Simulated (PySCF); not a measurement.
Sn(H)2(Me)2 (C2H8Sn), SMILES [SnH2]([CH3])[CH3].

Coordinates come from a B3LYP-D3(BJ)/def2-SVP optimisation. The def2 effective core potentials stand for the cores of Sn; spin–orbit coupling is left out.

Two levels are set side by side: TDDFT-PBE/def2-SVPD (PySCF) and TDDFT-B3LYP/def2-SVPD (PySCF). Vertical, same geometry. The lowest singlet is HOMO→LUMO 98 % with PBE and HOMO→LUMO 99 % with the other functional; states are paired by order. Differences are taken from unrounded values.

| quantity | TDDFT-B3LYP |
|---|---|
| lowest singlet excitation (eV) | 6.97 |
| lowest triplet excitation (TDA) (eV) | 6.50 |
| first bright state (f over 0.05) (eV) | 7.61 |
| its oscillator strength | 0.07 |

Problem. What does TDDFT-PBE give, and how far is it from TDDFT-B3LYP? (Estimate from the structure and the level; the computed values follow.)

Solution. 
```tsv
quantity	TDDFT-PBE	TDDFT-PBE minus TDDFT-B3LYP
lowest singlet excitation (eV)	6.62	-0.35
lowest triplet excitation (TDA) (eV)	6.34	-0.17
first bright state (f over 0.05) (eV)	7.32	-0.29
its oscillator strength	0.38	0.31
```

A lower first singlet is the usual sign of a functional without exact exchange. Differences between two approximate levels are no errors against the true value.

Rough cost on one machine, each run with all the roots and properties that it gave: TDDFT-B3LYP against TDDFT-PBE about 3 times.
